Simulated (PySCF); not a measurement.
# Atomic charges against the basis set

C₂H₄ClN₃Si.
Geometry (PBE0-D3(BJ)/def2-SVP, Å), atoms numbered from 1 in this order:
```
atom  x, y, z in Å
Si1   -1.8651    0.4304   -0.2612
C2    -0.0352    0.0315   -0.0832
N3     0.8815    0.1966   -1.0286
C4     2.0171   -0.2109   -0.4316
Cl5    3.5284   -0.2042   -1.2166
N6     1.8869   -0.6195    0.8178
N7     0.5804   -0.4593    1.0184
H8    -2.4315   -0.3273   -1.4097
H9    -2.5274    0.0092    1.0107
H10   -2.0424    1.8950   -0.4607
H11    0.1746   -0.7017    1.9153
```

PBE0 throughout (PySCF), one geometry, spherical d and f functions. Geometry: PBE0-D3(BJ)/def2-SVP; no solvent, vibrations or thermal averaging. The first 7 of 9 kinds of atom are listed.

Mulliken charges (e):

| basis | functions | Si1 | C2 | N3 | C4 | Cl5 | N6 | N7 |
| --- | --- | --- | --- | --- | --- | --- | --- | --- |
| STO-3G | 47 | +0.569 | -0.015 | -0.252 | +0.133 | -0.062 | -0.155 | -0.194 |
| 6-31G | 79 | +0.572 | +0.182 | -0.367 | -0.083 | +0.243 | -0.123 | -0.574 |
| pcSseg-0 | 79 | +0.622 | +0.106 | -0.583 | +0.207 | +0.169 | -0.286 | -0.537 |
| 6-31G* | 114 | +0.343 | +0.230 | -0.404 | +0.173 | +0.075 | -0.220 | -0.435 |
| cc-pVDZ | 126 | +0.281 | +0.051 | -0.244 | +0.118 | -0.041 | -0.166 | -0.028 |
| def2-SVP | 126 | +0.418 | -0.041 | -0.214 | +0.101 | -0.068 | -0.117 | -0.079 |
| aug-cc-pVDZ | 205 | -0.576 | +0.315 | -0.397 | +0.363 | -0.041 | -0.375 | +0.068 |
| 6-311+G(2d,p) | 229 | +0.394 | +0.016 | -0.285 | -0.114 | +0.177 | -0.109 | -0.252 |
| def2-TZVP | 253 | +0.184 | +0.048 | -0.279 | +0.127 | -0.036 | -0.195 | -0.092 |
| cc-pVTZ | 274 | +0.222 | -0.001 | -0.234 | +0.129 | -0.080 | -0.168 | -0.001 |
| IGLO-III | 303 | +0.738 | -0.004 | -0.429 | +0.226 | +0.072 | -0.347 | -0.033 |
| pcSseg-2 | 322 | +0.577 | +0.056 | -0.327 | +0.239 | -0.086 | -0.237 | -0.076 |

IAO charges (e):

```
        basis  functions     Si1      C2      N3      C4     Cl5      N6      N7
       STO-3G         47  +0.655  -0.145  -0.225  +0.021  +0.021  -0.154  -0.106
        6-31G         79  +0.464  -0.083  -0.301  +0.113  +0.027  -0.227  -0.127
     pcSseg-0         79  +0.454  -0.088  -0.302  +0.111  +0.028  -0.228  -0.118
       6-31G*        114  +0.588  -0.087  -0.330  +0.155  +0.020  -0.250  -0.106
      cc-pVDZ        126  +0.577  -0.085  -0.329  +0.158  +0.017  -0.249  -0.106
     def2-SVP        126  +0.594  -0.089  -0.329  +0.157  +0.022  -0.251  -0.101
  aug-cc-pVDZ        205  +0.580  -0.078  -0.343  +0.168  +0.019  -0.264  -0.110
6-311+G(2d,p)        229  +0.613  -0.087  -0.343  +0.164  +0.025  -0.264  -0.110
    def2-TZVP        253  +0.620  -0.089  -0.342  +0.164  +0.026  -0.263  -0.110
      cc-pVTZ        274  +0.605  -0.086  -0.340  +0.165  +0.021  -0.260  -0.110
     IGLO-III        303  +0.619  -0.088  -0.344  +0.163  +0.029  -0.265  -0.112
     pcSseg-2        322  +0.619  -0.088  -0.342  +0.164  +0.025  -0.263  -0.111
```

Which scheme is steadiest as the basis changes?

Largest range over the bases for any column: IAO 0.20 e, Mulliken 1.31 e. IAO charges move least and Mulliken charges most, counted in e. Without the minimal STO-3G basis the ranges are IAO 0.17, Mulliken 1.31 e.

How much do the charges still move between the two largest bases, IGLO-III and pcSseg-2?

At most, over all atoms: Mulliken 0.161 e, IAO 0.004 e.

What do the same runs give for the total energy, the frontier levels and the dipole moment?

```
        basis  energy (Eh)  HOMO (eV)  LUMO (eV)  μ (D)
       STO-3G    -980.5781      -5.71       2.38   5.08
        6-31G    -991.8017      -7.75      -0.64   4.48
     pcSseg-0    -990.5095      -8.01      -0.95   4.59
       6-31G*    -991.9580      -7.51      -0.56   4.02
      cc-pVDZ    -992.0222      -7.49      -0.60   3.89
     def2-SVP    -991.5866      -7.57      -0.72   3.88
  aug-cc-pVDZ    -992.0419      -7.67      -0.86   3.94
6-311+G(2d,p)    -992.0914      -7.68      -0.89   3.92
    def2-TZVP    -992.1150      -7.64      -0.84   3.84
      cc-pVTZ    -992.1146      -7.61      -0.79   3.85
     IGLO-III    -992.1129      -7.63      -0.86   3.77
     pcSseg-2    -992.1289      -7.68      -0.89   3.97
```

The dipole is fixed by the density alone, so its range of 1.31 D shows that the density itself changes with the basis, not only its division among atoms.
